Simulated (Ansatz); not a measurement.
Reactions of C2H7AlTe, SMILES `[CH3][Al]([CH3])[TeH]`.

Calculated with Ansatz (gas phase, PBE0-D4/def2-TZVP geometries, no zero-point term in ΔE). CBS: MP2 limit from def2 TZ/QZ plus the TZ coupled-cluster correction, frozen cores. DFT in def2-TZVPP. Elements past krypton have def2 core potentials. For Se, Te outer-core shells are correlated without core-valence functions, which leaves a few kJ/mol of doubt a bond. Scalar relativity is left out up to krypton. One conformer a species, not always the lowest.

| reaction | PBE-D4 (kcal/mol) | r2SCAN-D4 (kcal/mol) | CCSD(T)/CBS(def2) (kcal/mol) |
| --- | --- | --- | --- |
| `[CH3][Al]([CH3])[TeH]` + `CC(O)O` → `CC(O)(O)[TeH]` + `[CH3][AlH][CH3]` | 40.6 | 42.1 | 43.4 |
| `[CH3][Al]([CH3])[TeH]` + `CBN` → `CB(C)N` + `[CH3][AlH][TeH]` | 0.8 | 0.8 | 1.0 |
| `[CH3][Al]([CH3])[TeH]` + `C[CH2][AlH2]` → `[AlH2][CH2]C[TeH]` + `[CH3][AlH][CH3]` | 38.9 | 40.4 | 39.1 |
| `[CH3][Al]([CH3])[TeH]` → `[AlH2][CH2]C[TeH]` | 53.9 | 56.4 | 54.0 |
| `[CH3][Al]([CH3])[TeH]` + `[SeH][SiH2][SeH]` → `[SeH][SiH2][TeH]` + `[CH3][Al]([CH3])[SeH]` | 0.3 | 0.4 | 0.4 |
| `[CH3][Al]([CH3])[TeH]` + `N[SiH2]CF` → `N[SiH2]C(F)[TeH]` + `[CH3][AlH][CH3]` | 35.5 | 37.3 | 37.0 |
| `[CH3][Al]([CH3])[TeH]` + `FC(F)Cl` → `[CH3][Al]([CH3])[F]` + `FC(Cl)[TeH]` | -12.5 | -12.6 | -15.7 |
| `[CH3][Al]([CH3])[TeH]` + `[SiH3]C(Cl)Cl` → `[SiH3]C(Cl)(Cl)[TeH]` + `[CH3][AlH][CH3]` | 40.6 | 42.8 | 40.9 |
| `[CH3][Al]([CH3])[TeH]` + `FC[SiH2]F` → `F[SiH2]C[TeH]` + `[CH3][Al]([CH3])[F]` | -33.3 | -35.3 | -38.0 |
| `[CH3][Al]([CH3])[TeH]` + `OB(O)S` → `[CH3][Al]([CH3])[S]B(O)O` + H₂Te | 1.6 | 1.0 | 2.6 |

Largest T1 diagnostic: 0.012, for `OB(O)S`.
